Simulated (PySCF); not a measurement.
PySCF input (HF/def2-TZVPD):

```python
from pyscf import gto, scf, dft

mol = gto.M(
    atom='''
    B    -0.10389135   -0.05475826    0.02011587
    F     0.37034928    1.26600823    0.11778637
    F     0.95004215   -0.84962815   -0.42291848
    N    -1.34271542   -0.52706268    0.29194991
    H    -1.96505813    0.21580938    0.60196030
    ''',
    basis='def2-tzvpd',
    charge=-1,
    spin=0,
    verbose=4,
)

mf = scf.RHF(mol).density_fit(auxbasis='def2-universal-jkfit')
mf.conv_tol = 1e-9
mf.max_cycle = 100
mf.max_memory = 1500
mf.kernel()
if not mf.converged:
    mf = mf.newton()
    mf.kernel(mf.make_rdm1())
mf.analyze()
```

Output:

```
PySCF version 2.14.0

[INPUT] verbose = 4
[INPUT] num. atoms = 5
[INPUT] num. electrons = 32
[INPUT] charge = -1
[INPUT] spin (= nelec alpha-beta = 2S) = 0
[INPUT] symmetry False subgroup None
[INPUT] Mole.unit = angstrom
[INPUT] Symbol           X                Y                Z      unit          X                Y                Z       unit  Magmom
[INPUT]  1 B     -0.103891350000  -0.054758260000   0.020115870000 AA   -0.196326198211  -0.103478114458   0.038013485057 Bohr   0.0
[INPUT]  2 F      0.370349280000   1.266008230000   0.117786370000 AA    0.699858709630   2.392408826145   0.222583980507 Bohr   0.0
[INPUT]  3 F      0.950042150000  -0.849628150000  -0.422918480000 AA    1.795319470293  -1.605564511221  -0.799200100217 Bohr   0.0
[INPUT]  4 N     -1.342715420000  -0.527062680000   0.291949910000 AA   -2.537364407030  -0.996004115679   0.551705371991 Bohr   0.0
[INPUT]  5 H     -1.965058130000   0.215809380000   0.601960300000 AA   -3.713421684550   0.407820623312   1.137540104861 Bohr   0.0

nuclear repulsion = 102.124682664057
number of shells = 59
number of NR pGTOs = 225
number of NR cGTOs = 163
basis = def2-tzvpd
ecp = {}

******** <class 'pyscf.df.df_jk.DFRHF'> ********
method = DFRHF
initial guess = minao
damping factor = 0
level_shift factor = 0
DIIS = <class 'pyscf.scf.diis.CDIIS'>
diis_start_cycle = 1
diis_space = 8
diis_damp = 0
SCF conv_tol = 1e-09
SCF conv_tol_grad = None
SCF max_cycles = 100
direct_scf = False
Set gradient conv threshold to 3.16228e-05
Initial guess from minao.
******** <class 'pyscf.df.df.DF'> ********
auxbasis = def2-universal-jkfit
init E= -278.941186973886
  HOMO = -0.309395833165528  LUMO = 0.0313661299378687  gap/eV = 9.27261
cycle= 1 E= -278.765984235428  delta_E= 0.175  |g|= 0.695  |ddm|= 1.58
  HOMO = -0.0850171971727942  LUMO = 0.186975153690362  gap/eV = 7.40129
cycle= 2 E= -278.836831483386  delta_E= -0.0708  |g|= 0.43  |ddm|= 1.12
  HOMO = -0.147356867319047  LUMO = 0.186615132073776  gap/eV = 9.08784
cycle= 3 E= -278.865492005605  delta_E= -0.0287  |g|= 0.0416  |ddm|= 0.306
  HOMO = -0.142030899350715  LUMO = 0.186342062150178  gap/eV = 8.93548
cycle= 4 E= -278.866521273897  delta_E= -0.00103  |g|= 0.0163  |ddm|= 0.132
  HOMO = -0.145198100015023  LUMO = 0.186226195762508  gap/eV = 9.01851
cycle= 5 E= -278.866634484587  delta_E= -0.000113  |g|= 0.00669  |ddm|= 0.023
  HOMO = -0.143599822680702  LUMO = 0.186205551107292  gap/eV = 8.97446
cycle= 6 E= -278.866662407675  delta_E= -2.79e-05  |g|= 0.00261  |ddm|= 0.0103
  HOMO = -0.143353304903819  LUMO = 0.186221004827239  gap/eV = 8.96817
cycle= 7 E= -278.866667502781  delta_E= -5.1e-06  |g|= 0.000598  |ddm|= 0.0105
  HOMO = -0.143353154106308  LUMO = 0.18622095483245  gap/eV = 8.96817
cycle= 8 E= -278.866667816987  delta_E= -3.14e-07  |g|= 0.000152  |ddm|= 0.00446
  HOMO = -0.143323424323089  LUMO = 0.186223552157042  gap/eV = 8.96743
cycle= 9 E= -278.866667836039  delta_E= -1.91e-08  |g|= 4.57e-05  |ddm|= 0.00105
  HOMO = -0.143322886806665  LUMO = 0.186223658871381  gap/eV = 8.96742
[...]
cycle= 11 E= -278.866667837994  delta_E= -1.23e-10  |g|= 2.41e-06  |ddm|= 5.76e-05
  HOMO = -0.143320042807797  LUMO = 0.186223885622216  gap/eV = 8.96735
Extra cycle  E= -278.866667837997  delta_E= -3.3e-12  |g|= 1.14e-06  |ddm|= 8.47e-06
converged SCF energy = -278.866667837997
**** SCF Summaries ****
Total Energy =                        -278.866667837996829
Nuclear Repulsion Energy =             102.124682664056621
One-electron Energy =                 -598.154997142443221
Two-electron Energy =                  217.163646640389800
Two-electron Coulomb Energy =          248.511790788821116
DFT Exchange-Correlation Energy =      -31.348144148431317
HOMO-LUMO gap [eV] =                     8.967347047056336
**** MO energy ****
MO #1   energy= -26.0669096353249  occ= 2
MO #2   energy= -26.0637052193095  occ= 2
MO #3   energy= -15.2612907907618  occ= 2
MO #4   energy= -7.43780903228938  occ= 2
MO #5   energy= -1.38421938282513  occ= 2
MO #6   energy= -1.35004273142914  occ= 2
MO #7   energy= -0.847085356726179 occ= 2
MO #8   energy= -0.563457403458422 occ= 2
MO #9   energy= -0.500418429646949 occ= 2
MO #10  energy= -0.466539540851129 occ= 2
MO #11  energy= -0.465712454626493 occ= 2
MO #12  energy= -0.420675002881772 occ= 2
MO #13  energy= -0.402820322599313 occ= 2
MO #14  energy= -0.351250789761554 occ= 2
MO #15  energy= -0.188596558783487 occ= 2
MO #16  energy= -0.143320042807797 occ= 2
MO #17  energy= 0.186223885622216  occ= 0
MO #18  energy= 0.243043647486772  occ= 0
MO #19  energy= 0.249916649991909  occ= 0
MO #20  energy= 0.285329486494831  occ= 0
MO #21  energy= 0.287124677480163  occ= 0
MO #22  energy= 0.299256148554082  occ= 0
MO #23  energy= 0.338313954011214  occ= 0
MO #24  energy= 0.343612445392563  occ= 0
MO #25  energy= 0.36035307683517   occ= 0
MO #26  energy= 0.366463213783336  occ= 0
MO #27  energy= 0.386505577816612  occ= 0
MO #28  energy= 0.395091356535235  occ= 0
MO #29  energy= 0.395127718769562  occ= 0
MO #30  energy= 0.420438540980848  occ= 0
MO #31  energy= 0.430649040466897  occ= 0
MO #32  energy= 0.450226783918951  occ= 0
MO #33  energy= 0.482960681911234  occ= 0
MO #34  energy= 0.501884003698073  occ= 0
MO #35  energy= 0.509091939857776  occ= 0
MO #36  energy= 0.548124530570763  occ= 0
MO #37  energy= 0.563527383064261  occ= 0
MO #38  energy= 0.57586617711962   occ= 0
MO #39  energy= 0.582974965356809  occ= 0
MO #40  energy= 0.595598998346427  occ= 0
MO #41  energy= 0.688978647285983  occ= 0
MO #42  energy= 0.715274514342902  occ= 0
MO #43  energy= 0.738026823229066  occ= 0
MO #44  energy= 0.763113028916677  occ= 0
MO #45  energy= 0.775501039432037  occ= 0
MO #46  energy= 0.799327563648545  occ= 0
MO #47  energy= 0.865428111998109  occ= 0
MO #48  energy= 0.874051929044868  occ= 0
MO #49  energy= 0.900405261446652  occ= 0
MO #50  energy= 0.905029973185356  occ= 0
MO #51  energy= 0.914700164066193  occ= 0
MO #52  energy= 0.926632388528063  occ= 0
MO #53  energy= 0.926929037804637  occ= 0
MO #54  energy= 0.939534205214621  occ= 0
MO #55  energy= 0.947045693178526  occ= 0
MO #56  energy= 0.960940016247039  occ= 0
MO #57  energy= 0.980635977423071  occ= 0
MO #58  energy= 0.98635228404733   occ= 0
MO #59  energy= 0.987956974822852  occ= 0
MO #60  energy= 1.03473822266725   occ= 0
MO #61  energy= 1.09469628268623   occ= 0
MO #62  energy= 1.10084946912581   occ= 0
MO #63  energy= 1.12696852718053   occ= 0
MO #64  energy= 1.15509682260704   occ= 0
MO #65  energy= 1.19343635943018   occ= 0
MO #66  energy= 1.2661055687653    occ= 0
MO #67  energy= 1.32918789648617   occ= 0
MO #68  energy= 1.34110149217054   occ= 0
MO #69  energy= 1.35756520089478   occ= 0
MO #70  energy= 1.40140132511501   occ= 0
MO #71  energy= 1.42451604861421   occ= 0
MO #72  energy= 1.52578254299631   occ= 0
MO #73  energy= 1.56358504287663   occ= 0
MO #74  energy= 1.56972281968094   occ= 0
MO #75  energy= 1.6192416209325    occ= 0
MO #76  energy= 1.68860436430038   occ= 0
MO #77  energy= 1.76098578413054   occ= 0
MO #78  energy= 1.76981231950033   occ= 0
MO #79  energy= 1.83394150814071   occ= 0
MO #80  energy= 1.94236855017425   occ= 0
MO #81  energy= 1.98630154266418   occ= 0
MO #82  energy= 1.99029684101681   occ= 0
MO #83  energy= 2.04223590902491   occ= 0
MO #84  energy= 2.10841404750749   occ= 0
MO #85  energy= 2.19268236635709   occ= 0
MO #86  energy= 2.2562346050828    occ= 0
MO #87  energy= 2.35352719288223   occ= 0
MO #88  energy= 2.41324258357259   occ= 0
MO #89  energy= 2.42136123397406   occ= 0
MO #90  energy= 2.47211325157724   occ= 0
MO #91  energy= 2.49753412158208   occ= 0
MO #92  energy= 2.60452489241016   occ= 0
MO #93  energy= 2.63137068454021   occ= 0
MO #94  energy= 2.64266070306338   occ= 0
MO #95  energy= 2.70897563483931   occ= 0
MO #96  energy= 2.76089928106379   occ= 0
MO #97  energy= 2.76592487763409   occ= 0
MO #98  energy= 2.82448444713361   occ= 0
MO #99  energy= 2.87007753448082   occ= 0
MO #100 energy= 2.91172169405771   occ= 0
MO #101 energy= 2.97922156159867   occ= 0
MO #102 energy= 2.98532729069534   occ= 0
MO #103 energy= 3.02910409904412   occ= 0
MO #104 energy= 3.20266143066168   occ= 0
MO #105 energy= 3.26954187128038   occ= 0
MO #106 energy= 3.32520568022786   occ= 0
MO #107 energy= 3.36571590849207   occ= 0
[...]
```

It need not be the lowest isomer of its formula. Whether it binds its extra electron was not tested at this geometry.
